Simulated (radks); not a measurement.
Question: The mean radii <r> (bohr) of the occupied orbitals of an atom or ion are listed with their occupations. All-electron calculation, Dirac Kohn-Sham, B86b exchange with PBE correlation, spin-unpolarised, spherical densities, point nucleus. Program: a radial shooting solver on a logarithmic mesh with Libxc functionals.

orbital     occ.      <r>
1s1/2          2  0.02001
2s1/2          2  0.08429
2p1/2          2  0.07007
2p3/2          4  0.07746
3s1/2          2   0.2205
3p1/2          2   0.2103
3p3/2          4   0.2241
3d3/2          4   0.1973
3d5/2          6   0.2016
4s1/2          2   0.4977
4p1/2          2   0.5061
4p3/2          4   0.5380
4d3/2          4   0.5651
4d5/2          6   0.5764
5s1/2          2    1.231
5p1/2          2    1.394
5p3/2          4    1.511
6s1/2          2    3.963
4f5/2    5.57143   0.7984
4f7/2    7.42857   0.8237

Name the element and its charge. Open shells, if any, are shared by 2j + 1.

Answer: Z = 69, thulium, charge 0: Tm in [Xe] 4f13 6s2. The 1s radius gives Z: for a bare nucleus <r> = (2 gamma + 1)/(2Z) with gamma = sqrt(1 - (Z/c)^2), 0.01977 bohr for Z = 69, and screening makes it slightly larger (0.02001 here). The occupations add up to 69, and the charge is Z minus that.
